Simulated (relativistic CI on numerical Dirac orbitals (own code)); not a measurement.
## Rb⁺: sensitivity of the levels to the model

Base calculation: Dirac-Coulomb-Breit CI, separate exchange-only KLI orbitals for each configuration, model QED, valence Slater integrals scaled by 0.85, P86 correlation energy added to each configuration.

Configurations in the expansion (outside the closed core [Ar] 3d10): 4s²4p⁶, 4s²4p⁵5s, 4s²4p⁵4d, 4s²4p⁵5p, 4s²4p⁵6s, 4s²4p⁵5d, 4s²4p⁵6p, 4s4p⁶4d, 4s²4p⁵4f, 4s²4p⁵6d, 4s²4p⁵5f, 4s²4p⁵5g, 4s²4p⁵6f. Double excitations out of closed p, d and f shells are left out; levels of such configurations are missing from the list, as are those of other unlisted configurations, and high levels can miss mixing partners.

Variants: (1) no correlation estimate; (2) valence Slater integrals scaled by 0.75; (3) configuration mixing switched off. Shifts of the energy above 4s²4p⁶ ¹S0, in cm⁻¹, for the lowest level and the first level of each name with at least 55 % of one term (blank where a level changes its place among those of its configuration and J or its character, or is not in the variant):

| Level | Base | Δ(1) | Δ(2) | Δ(3) | Measured |
| --- | --- | --- | --- | --- | --- |
| 4s²4p⁶ ¹S0 | 0.0 | 0.0 | 0.0 | 0.0 | 0.0 |
| 4s²4p⁵5s ³P°2 | 135198.7 | -5580.8 | +247.8 | +599.4 | 133341.6 |
| 4s²4p⁵4d ³P°0 | 140143.1 | +109.6 | +869.7 | +2344.6 |  |
| 4s²4p⁵5s ³P°0 | 145135.2 | -9786.8 | +180.0 | -1967.3 | 138794.4 |
| 4s²4p⁵4d ³P°2 | 145385.1 | -4094.6 | +683.3 | -208.6 | 143955.9 |
| 4s²4p⁵4d ³F°4 | 146404.6 | -3989.9 | +507.8 | +96.4 |  |
| 4s²4p⁵4d ³F°3 | 148136.3 | -3988.2 | +396.6 | +84.2 |  |
| 4s²4p⁵4d ³F°2 | 150113.5 | -3987.6 | +267.4 | +75.1 |  |
| 4s²4p⁵4d ³D°3 | 153245.9 | -3988.7 | -290.7 | +68.0 |  |
| 4s²4p⁵5p ³S1 | 155316.2 | -6328.9 | +361.3 | +97.6 | 154274.0 |
| 4s²4p⁵4d ³D°1 | 156768.8 | -4014.4 |  | +256.4 |  |
| 4s²4p⁵5p ³D2 | 157532.6 | -6325.6 | +51.9 | +62.9 | 156737.0 |
| 4s²4p⁵5p ³D3 | 157572.7 | -6326.2 | +107.2 | +46.4 | 156895.5 |
| 4s²4p⁵4d ³D°2 | 158085.9 | -3996.9 | -203.9 | +85.5 |  |

For a near-neutral ion this model can misplace configurations by up to about 10,000 cm⁻¹ (more where the count of f electrons changes) and terms by 10 to 25 % of their spread. Rates follow the energies as ν³ (E1, M1) or ν⁵ (E2), so they and the lifetimes can be off by large factors. The fine structure of a lone outer electron comes out too small, for d and f at times inverted, and misplaced configurations move strength between like terms. 17 of the 20 excited levels that our extract of the measured tables holds in this range could be paired (the sources list more); they are missed by 1537 cm⁻¹ on average and 6341 at most, and levels without a partner can miss by more.

Measured levels: NIST Handbook of Basic Atomic Spectroscopic Data (Sansonetti and Martin, J. Phys. Chem. Ref. Data 34, 1559 (2005)).

Ionisation energy from the two ground configurations alone: base 27.48 eV; no correlation estimate 26.25 eV. The NIST ASD value (measured) is 27.2895 eV.

LS names give the leading component of a level, which can be under half, so a name can repeat, a term be missing and a line seem to break the LS rules.
